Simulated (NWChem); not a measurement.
System: CH3ClOZn; SMILES C[O][Zn][Cl]

Input file for NWChem:

```
start job
memory heap 200 mb stack 900 mb global 1100 mb
geometry units angstroms noautoz
  Zn     0.297224    -0.086080    -0.002341
  Cl    -0.364020    -2.085034     0.004035
  O      1.037977     1.533556    -0.009410
  C      0.302630     2.732526     0.005296
  H     -0.332647     2.862752     0.916363
  H      1.018372     3.586429    -0.006742
  H     -0.365422     2.865025    -0.881622
end
basis spherical
  * library cc-pvtz
end
dft
  xc b3lyp
  iterations 150
  semidirect filesize 400000000
  mulliken
end
task dft energy
```

Structure relaxed at the PBE-D3(BJ)/def2-SVP level. B3LYP is NWChem's, with the RPA form of VWN correlation.

Predict the main results of this run. (B3LYP/cc-pVTZ.) Quantities: basis functions; energy (Ha); highest occupied level (eV); orbital gap (eV); dipole (D).


```yaml
number_of_basis_functions: 204
energy (Ha): -2354.96
highest occupied level (eV): -7.50
orbital gap (eV): 5.73
dipole (D): 1.64
```
